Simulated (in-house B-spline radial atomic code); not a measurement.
# RPA and G0W0 on TPSS: neutral beryllium

Configuration [He] 2s2, mean-field start TPSS. Computed with an all-electron radial atomic-structure program (B-spline basis): all electrons, non-relativistic, point nucleus, each spin shell either full or empty, empty states to l = 9 with an (l + 1/2)⁻⁴ tail; G0W0 by contour deformation at full frequency.

Command:
```bash
python run_gw.py task.json out
```
Settings (radii: box in bohr, nucleus in fm):
```
Z                        4
electrons                4
configuration            [He] 2s2
hamiltonian              nr
method                   tpss,tpss
lmax                     9
spin_polarised           False
box_radius               40
intervals                47
ion_configuration        [He] 2s1
```

Cost of the run: 0.9 s on 1 thread of Arm Neoverse V2, on a shared host.

Energies (hartree):

```
                                     term      value
                         mean-field total  -14.67166
Hartree-Fock functional on these orbitals  -14.57178
                      direct second order   -0.23884
                    second-order exchange    0.11761
                         SOSEX correction   0.087041
```

**Question.** What is the RPA correlation energy, and what remains with SOSEX?

**Answer.** RPA gives -0.17674 hartree (-1.2 eV per electron); RPA + SOSEX gives -0.089701, and the second-order doubles -0.12122 hartree (no singles). SOSEX takes back 49 % of the RPA value.

Quasi-particle levels (eV):

```tsv
level	occupied	mean field	Σx - vxc	Σc	QP weight	G0W0
2s	yes	-5.743	-2.59	?	?	?
2p	no	-1.885	3.78	-1.44	0.849	0.457
```

G0W0 = mean field + (Σx - vxc) + Σc, with Σc (partial-wave tail included) taken at the quasi-particle energy. Levels of low weight are left out. An empty level above zero is unbound and depends on the box.

**Question.** Where does G0W0 put 2s?

**Answer.** At -9.007 eV, with Σc = -0.68 eV and a quasi-particle weight of 0.784. The tabulated removal energy is 9.323 eV (NIST, measured).

**Question.** What does it cost to remove one electron (to [He] 2s1) by differences of total energies, each species on its own start (correlation terms add to the Hartree-Fock functional)?

**Answer.** TPSS 9.065 eV, Hartree-Fock functional 8.034 eV, + RPA 9.547 eV, + RPA + SOSEX 9.211 eV, + second order 9.968 eV. Tabulated: 9.323 eV (NIST, measured).
